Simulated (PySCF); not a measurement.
Zr(F)(SH)3 (FH3S3Zr), SMILES [SH][Zr]([F])([SH])[SH], multiplicity 1. Atoms are numbered in the order given.

```xyz
8

Zr     0.0000     0.0000    -0.2678
F      0.0000     0.0000    -2.1742
S      1.6587    -1.5372     0.6495
H      2.5625    -1.1750    -0.2992
S      0.5019     2.2051     0.6495
H     -0.2636     2.8067    -0.2992
S     -2.1606    -0.6679     0.6495
H     -2.2989    -1.6317    -0.2992
```

The structure is a stationary point at B3LYP-D3(BJ)/def2-SVP. The spin state was assumed, not searched. The structure was generated by enumeration; whether it is a known compound was not checked. The def2 effective core potentials stand for the cores of Zr; spin–orbit coupling is left out. Other conformers were not sampled.

Calculation: r2SCAN/def2-TZVP (PySCF).

Isolated molecule, no solvent.

| Property | Result |
|---|---|
| total energy | -1343.50694 hartree |
| point group | C3 |
| highest occupied level | -6.97 eV |
| lowest empty level | -2.94 eV |
| orbital gap | 4.03 eV |
| dipole moment | 1.40 D |
| quadrupole, principal values (traceless, Buckingham form, about the centre of nuclear charge) | -5.03, 2.51, 2.51 D·Å |
| mean static polarisability | 105.5 bohr³ (15.64 Å³) |
| polarisability, principal values | 83.0, 116.8, 116.8 bohr³ |
